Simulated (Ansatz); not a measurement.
`[GeH3][CH]1[CH2][GaH]1` + `C[SeH]` → `C[Se][GeH3]` + `[CH2]1[CH2][GaH]1` at 500 K and 1 bar (ligand exchange at a Ge–C bond).

Calculated with Ansatz (gas phase, PBE0-D4/def2-TZVP geometries, no zero-point term in ΔE). CCSD(T)/CBS adds triple-zeta CCSD(T) − MP2 to the extrapolated MP2 energy (def2 sets, frozen cores). For Ga, Ge, Se outer-core shells are correlated without core-valence functions, which leaves a few kJ/mol of doubt a bond. Scalar relativity is left out up to krypton.

```
                 species  CCSD(T)/CBS energy (Eh)  H − E (kJ/mol)  S (J/(mol·K))
`[GeH3][CH]1[CH2][GaH]1`              -4080.30519           237.3          420.0
                `C[SeH]`              -2441.15625           142.1          299.3
           `C[Se][GeH3]`              -4518.49012           201.0          395.1
     `[CH2]1[CH2][GaH]1`              -2002.97474           184.2          326.5
```

H − E and S are ideal-gas, rigid-rotor, harmonic terms from PBE0-D4/def2-TZVP, for one conformer and one mirror image of each species. 1 Eh = 2625.50 kJ/mol, R = 8.31446 J/(mol·K).

Q: By hand: ΔE, ΔH, ΔS and ΔG.

A: ΔE = (-4518.49012) + (-2002.97474) − (-4080.30519) − (-2441.15625) = -0.00342 Eh = -9.0 kJ/mol. Δ(H − E) = 201.0 + 184.2 − 237.3 − 142.1 = 5.8, so ΔH = -3.2 kJ/mol. ΔS = 395.1 + 326.5 − 420.0 − 299.3 = 2.3 J/(mol·K). ΔG = -3.2 − 500 × (2.3)/1000 = -4.3 kJ/mol.

Q: By hand: the equilibrium constant, and the temperature at which ΔG would vanish if ΔH and ΔS stayed fixed.

A: log₁₀ K = −ΔG/(RT ln 10) = 0.4. ΔH and −TΔS have one sign here, so there is no such temperature. One of them is within its doubt of zero, so this could turn.

TΔS isn't small against ΔH here. The sign of ΔG lies within the doubt. A doubt of 5 kJ/mol in ΔE shifts log₁₀ K by 0.5 here. Other conformers and mirror images would add mixing entropy, several J/(mol·K) or more a flexible species. These are equilibria of isolated gas molecules and say nothing of rates. Largest T1 diagnostic: 0.016 (customary marks: 0.02 for closed shells, 0.045 for open ones).
